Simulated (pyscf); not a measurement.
This saddle point was located with ωB97X-D3(BJ)/def2-SVP in PySCF.

```xyz
8

N      0.2846    -0.5016     0.7239
N     -1.0815     0.0560    -0.1371
Al     0.3879    -0.6077    -1.2038
H     -0.7907    -0.0308     1.0400
H     -0.0285    -1.4623     0.9273
H     -0.8630     1.0630    -0.1604
H      0.2649    -2.0993    -1.7143
H      1.1599     0.5662    -1.9294
```
Charge 0, spin multiplicity 1.

Surface: singlet, charge 0. Lowest wavenumbers (cm⁻¹): 1399i, 419, 453, 507, 588.

What reaction is this the transition state of?

H₂N–NH–AlH₂ (SMILES N[NH][AlH2]) ⇌ H₂N–NH–AlH₂ (SMILES N[NH][AlH2]), a concerted two-bond exchange read from left to right: Al–N, H–N broken and H–N, Al–N formed. At CCSD(T)/def2-TZVPP + ΔMP2(QZVPP) it lies +44.5 kcal/mol from the left side and +44.5 kcal/mol from the right (each side as separated species at their lowest minima found). What is counted as formed (Al–N) is already present as a longer contact in the reactant adduct; forming that adduct is a step of its own. What is counted as broken (Al–N) persists as a longer contact in the product adduct; parting that adduct is a step of its own. H₂N–NH–AlH₂ is closed by a dative Al–N contact. H₂N–NH–AlH₂ lies 62.7 kcal/mol over its isomer H₂N–AlH–NH₂ (electronic energy, ωB97M-D3(BJ)). One saddle was located; it need not be the lowest between these sides. The CCSD(T) − MP2 part came from Ansatz, without density fitting, on the same reference.
